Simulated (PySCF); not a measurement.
# How methods differ on the ionisation energy of Se(2+)

Se(2+) [Ar] 3d10 4s2 4p2 (3P) → Se(3+) [Ar] 3d10 4s2 4p1 (2P), as a difference of total energies. All numbers are calculated (PySCF 2.14, no relativity, point nucleus, in dyall-av2z (16s12p8d, 92 functions)). Correlated levels: valence: [Ar] 3d10 frozen; virtual orbitals above 40 to 60 times the deepest correlated orbital energy dropped. The calculations carry no spin-orbit coupling.

```json
{"method": "UHF", "ionisation energy (eV)": "30.876", "plus first-order spin-orbit estimate": "30.841", "difference from reference of that sum (eV)": "-0.856"}
{"method": "LDA", "ionisation energy (eV)": "31.643", "plus first-order spin-orbit estimate": "31.608", "difference from reference of that sum (eV)": "-0.089"}
{"method": "PBE", "ionisation energy (eV)": "31.468", "plus first-order spin-orbit estimate": "31.433", "difference from reference of that sum (eV)": "-0.264"}
{"method": "PBE0", "ionisation energy (eV)": "31.523", "plus first-order spin-orbit estimate": "31.488", "difference from reference of that sum (eV)": "-0.209"}
{"method": "r2SCAN", "ionisation energy (eV)": "31.704", "plus first-order spin-orbit estimate": "31.670", "difference from reference of that sum (eV)": "-0.027"}
{"method": "r2SCAN0", "ionisation energy (eV)": "31.696", "plus first-order spin-orbit estimate": "31.662", "difference from reference of that sum (eV)": "-0.035"}
{"method": "PW91", "ionisation energy (eV)": "31.556", "plus first-order spin-orbit estimate": "31.521", "difference from reference of that sum (eV)": "-0.176"}
{"method": "TPSS", "ionisation energy (eV)": "31.512", "plus first-order spin-orbit estimate": "31.477", "difference from reference of that sum (eV)": "-0.220"}
{"method": "HSE06", "ionisation energy (eV)": "31.510", "plus first-order spin-orbit estimate": "31.475", "difference from reference of that sum (eV)": "-0.222"}
{"method": "MP2 (valence)", "ionisation energy (eV)": "31.169", "plus first-order spin-orbit estimate": "31.134", "difference from reference of that sum (eV)": "-0.563"}
{"method": "SCS-MP2 (valence)", "ionisation energy (eV)": "31.096", "plus first-order spin-orbit estimate": "31.062", "difference from reference of that sum (eV)": "-0.635"}
```

Reference: 31.697 ± 0.019 eV (measured; NIST Atomic Spectra Database, ionization energies).

A first-order spin-orbit estimate (lowest level to lowest level, LS coupling) adds -0.035 eV.

These non-relativistic numbers lack the scalar-relativistic shift.

Errors of the correlated levels include the incompleteness of this basis and the frozen core.
